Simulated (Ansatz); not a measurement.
Geometry optimisation, RHF/def2-SVP (Ansatz).

input.yaml

```yaml
crystal:
  periodic: [false, false, false]
  atoms:
    - { symbol: W, position_ang: [-0.051608, -0.238131, -0.070681] }
    - { symbol: F, position_ang: [0.214433, -0.027254, 1.743293] }
    - { symbol: F, position_ang: [1.732905, -0.306072, -0.442291] }
    - { symbol: F, position_ang: [-0.06391, 1.588389, -0.231444] }
    - { symbol: F, position_ang: [-1.865811, -0.10722, 0.216823] }
    - { symbol: O, position_ang: [-0.140225, -2.026322, 0.105388] }
    - { symbol: H, position_ang: [-0.315108, -2.948623, 0.216633] }
    - { symbol: F, position_ang: [-0.394528, -0.320645, -1.871245] }
    - { symbol: S, position_ang: [2.202712, 2.200956, 1.438526] }
    - { symbol: H, position_ang: [3.230488, 2.110278, 2.28586] }
    - { symbol: H, position_ang: [1.291851, 1.711944, 2.332937] }
basis:
  gaussian: { orbitals: def2-SVP }
hamiltonian:
  xc: hf
relax:
  f_tol: 0.03
  max_steps: 50
```

Launched with:

```bash
$ ansatz run input.yaml --threads 4 --pin off --max-ram 5120MiB --backend cpu --events-out ev --progress --plain --runs-dir out
```

Q: Where does it end, and by what steps?

A: The run converged. The force dipped under the threshold on the way, but the program's further checks kept it going. After 19 steps the energy has fallen by 0.357 eV; S9 moved furthest, 1.01 Å.

```json
{"step": "0", "energy less start (eV)": "0.0000", "largest force component (eV/Å)": "0.999", "accepted": "yes"}
{"step": "1", "energy less start (eV)": "-0.1908", "largest force component (eV/Å)": "0.614", "accepted": "yes"}
{"step": "2", "energy less start (eV)": "-0.2811", "largest force component (eV/Å)": "0.534", "accepted": "yes"}
{"step": "3", "energy less start (eV)": "-0.3251", "largest force component (eV/Å)": "0.222", "accepted": "yes"}
{"step": "4", "energy less start (eV)": "-0.3419", "largest force component (eV/Å)": "0.431", "accepted": "yes"}
{"step": "5", "energy less start (eV)": "-0.3362", "largest force component (eV/Å)": "0.793", "accepted": "no"}
{"step": "6", "energy less start (eV)": "-0.3496", "largest force component (eV/Å)": "0.159", "accepted": "yes"}
{"step": "7", "energy less start (eV)": "-0.3526", "largest force component (eV/Å)": "0.045", "accepted": "yes"}
{"step": "8", "energy less start (eV)": "-0.3533", "largest force component (eV/Å)": "0.020", "accepted": "yes"}
{"step": "9", "energy less start (eV)": "-0.3540", "largest force component (eV/Å)": "0.161", "accepted": "yes"}
{"step": "10", "energy less start (eV)": "-0.3549", "largest force component (eV/Å)": "0.070", "accepted": "yes"}
{"step": "11", "energy less start (eV)": "-0.3557", "largest force component (eV/Å)": "0.017", "accepted": "yes"}
{"step": "12", "energy less start (eV)": "-0.3541", "largest force component (eV/Å)": "0.287", "accepted": "no"}
{"step": "13", "energy less start (eV)": "-0.3563", "largest force component (eV/Å)": "0.072", "accepted": "yes"}
{"step": "14", "energy less start (eV)": "-0.3563", "largest force component (eV/Å)": "0.111", "accepted": "yes"}
{"step": "15", "energy less start (eV)": "-0.3568", "largest force component (eV/Å)": "0.037", "accepted": "yes"}
{"step": "16", "energy less start (eV)": "-0.3569", "largest force component (eV/Å)": "0.028", "accepted": "yes"}
{"step": "17", "energy less start (eV)": "-0.3572", "largest force component (eV/Å)": "0.055", "accepted": "yes"}
{"step": "18", "energy less start (eV)": "-0.3571", "largest force component (eV/Å)": "0.120", "accepted": "no"}
{"step": "19", "energy less start (eV)": "-0.3575", "largest force component (eV/Å)": "0.025", "accepted": "yes"}
```

```xyz
11
Properties=species:S:1:pos:R:3
W -0.205 -0.371 -0.209
F 0.246 -0.030 1.541
F 1.569 -0.352 -0.671
F -0.239 1.443 -0.478
F -1.982 -0.256 0.238
O -0.190 -2.151 0.061
H -0.207 -3.086 0.201
F -0.663 -0.569 -1.974
S 2.738 2.810 2.039
H 3.280 1.716 2.581
H 1.495 2.482 2.396
```

Whether the end is a true minimum wasn't checked by a vibrational analysis.

Time of the run: 44 s on 4 threads of Arm Neoverse V1, with other jobs on the host, peak memory 0.45 GiB.
